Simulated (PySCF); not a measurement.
# Vertical excitation energies

C4H11Al.
Numbering: `[CH3:1][C:2]([CH3:3])([CH3:4])[AlH2:5]` (hydrogens: H6, H7, H8 on C1; H9, H10, H11 on C3; H12, H13, H14 on C4; H15, H16 on Al5)

Structure used (PBE0-D3(BJ)/def2-SVP), in Å, numbered top down from 1:
```
atom  x, y, z in Å
C1    -0.360    1.172   -0.876
C2    -0.016   -0.025    0.022
C3    -0.081   -1.310   -0.810
C4    -1.011   -0.100    1.181
Al5    1.839    0.281    0.663
H6    -1.377    1.059   -1.300
H7    -0.354    2.129   -0.325
H8     0.332    1.270   -1.730
H9     0.144   -2.209   -0.211
H10   -1.095   -1.451   -1.231
H11    0.624   -1.292   -1.658
H12   -0.804   -0.950    1.852
H13   -1.001    0.813    1.798
H14   -2.044   -0.229    0.804
H15    2.138    0.740    2.162
H16    3.052    0.118   -0.363
```

The calculation used TDDFT PBE0/def2-SVPD, vertical, gas phase, core orbitals frozen in the response in PySCF.

List the vertical singlet excitations with oscillator strengths and describe the spectrum.

```json
{"state": "S1", "E (eV)": "4.22", "ν̃ (cm⁻¹)": "34050", "f": "0.0006", "main configurations (H = HOMO, L = LUMO)": "H→L (99%)"}
{"state": "S2", "E (eV)": "5.38", "ν̃ (cm⁻¹)": "43380", "f": "0.0000", "main configurations (H = HOMO, L = LUMO)": "H-1→L (100%)"}
{"state": "S3", "E (eV)": "6.26", "ν̃ (cm⁻¹)": "50460", "f": "0.0000", "main configurations (H = HOMO, L = LUMO)": "H→L+1 (99%)"}
{"state": "S4", "E (eV)": "6.81", "ν̃ (cm⁻¹)": "54890", "f": "0.0019", "main configurations (H = HOMO, L = LUMO)": "H-3/H-2→L (98%)"}
{"state": "S5", "E (eV)": "6.81", "ν̃ (cm⁻¹)": "54910", "f": "0.0003", "main configurations (H = HOMO, L = LUMO)": "H-3/H-2→L (99%)"}
{"state": "S6", "E (eV)": "6.90", "ν̃ (cm⁻¹)": "55650", "f": "0.122", "main configurations (H = HOMO, L = LUMO)": "H→L+2 (49%), H→L+3 (48%)"}
{"state": "S7", "E (eV)": "7.12", "ν̃ (cm⁻¹)": "57450", "f": "0.201", "main configurations (H = HOMO, L = LUMO)": "H→L+3 (49%), H→L+2 (47%)"}
{"state": "S8", "E (eV)": "7.47", "ν̃ (cm⁻¹)": "60210", "f": "0.0038", "main configurations (H = HOMO, L = LUMO)": "H→L+4 (84%), H→L+5 (9%)"}
{"state": "S9", "E (eV)": "7.60", "ν̃ (cm⁻¹)": "61280", "f": "0.022", "main configurations (H = HOMO, L = LUMO)": "H-1→L+1 (91%)"}
```

Triplets, Tamm–Dancoff:

```tsv
state	E (eV)	λ (nm)	main configurations (H = HOMO, L = LUMO)
T1	3.91	317.4	H→L (98%)
T2	4.85	255.6	H-1→L (98%)
T3	5.85	212.1	H→L+1 (64%), H→L+2 (31%)
```

The lowest singlet comes at 294 nm (407 kJ/mol) in the ultraviolet; it is very weak; its leading configuration is HOMO→LUMO (99%). The most intense listed level is S7 at 7.12 eV (174 nm, f = 0.201), 2.90 eV above S1. S4/S5 lie within about 0.01 eV of each other. Löwdin shares by element: HOMO carbon 51% or more, aluminium 19% (atoms not listed hold the other 30%); LUMO aluminium 58%, hydrogen 20% or more, carbon 6% or more (atoms not listed hold the other 16%). The listed states span 3.38 eV, and the widest gap between neighbours is 1.16 eV (S1 to S2). Of the 9 states listed, 3 reach f = 0.01 and 3 stay under 0.0005. Orbital energies (eV): HOMO-3 -9.33, HOMO-2 -9.33, HOMO-1 -8.27, HOMO -6.95, LUMO -1.35, LUMO+1 0.35, LUMO+2 0.96. All these states lie below the vertical ionisation energy of 8.81 eV (ΔSCF). Orbitals of the list HOMO-3 to LUMO+2 that lie within 0.01 eV of each other are written together with a slash and their weights summed (≥ marks a lower bound); for degenerate orbitals outside that list single weights are arbitrary. Singlets were solved by full linear response, triplets in the Tamm–Dancoff approximation. The highest level found (7.63 eV, f 0.104 so far) is left out, since the window may have cut off a degenerate partner.
